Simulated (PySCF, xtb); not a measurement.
C3H7NSi, SMILES [SiH3]N1C=CC1.

Harmonic wavenumbers (cm⁻¹) from xtb 6.7.1 with GFN2-xTB at its own minimum, in rising order: 91, 105, 206, 415, 544, 565, 599, 663, 741, 812, 817, 821, 946, 973, 987, 1051, 1068, 1112, 1166, 1215, 1371, 1445, 1611, 2176, 2264, 2277, 2973, 2989, 3130, 3190.

What does PySCF with ωB97X-D3(BJ)/def2-SVP give at its own minimum? (The exact figures need the calculation; the answer reports its results.)

89, 104, 209, 431, 550, 689, 703, 714, 926, 932, 943, 965, 988, 998, 1001, 1073, 1106, 1122, 1235, 1257, 1385, 1468, 1653, 2211, 2265, 2268, 3083, 3154, 3228, 3305. Paired by order, the mean absolute difference is 58 cm⁻¹ and the zero-point energies are 54.8 and 57.3 kcal/mol.
